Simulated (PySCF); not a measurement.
BBrClHO. Atoms are numbered in the order given.

```xyz
5

B      0.4424     0.5768     0.0000
Cl    -0.7238     1.9123     0.0000
Br    -0.1717    -1.2440     0.0000
O      1.7630     0.8011     0.0000
H      1.9993     1.7394     0.0000
```

Coordinates come from a B3LYP-D3(BJ)/def2-SVP optimisation. One conformer was computed; it need not be the lowest.

These are B3LYP/def2-TZVPD run with PySCF values and carry that method's errors.

ESP charges are fitted to the potential on shells at 1.4 to 2.0 van der Waals radii. Atomic charges (e):

```tsv
atom	IAO	ESP fit
B1	0.26	0.26
Cl2	-0.10	?
Br3	-0.03	-0.07
O4	-0.52	?
H5	0.39	?
```

Problem. Complete the blanks. (Estimate from the structure and the level; the computed values follow.)

Solution. 
- Cl2, ESP fit: -0.13
- O4, ESP fit: -0.46
- H5, ESP fit: 0.40
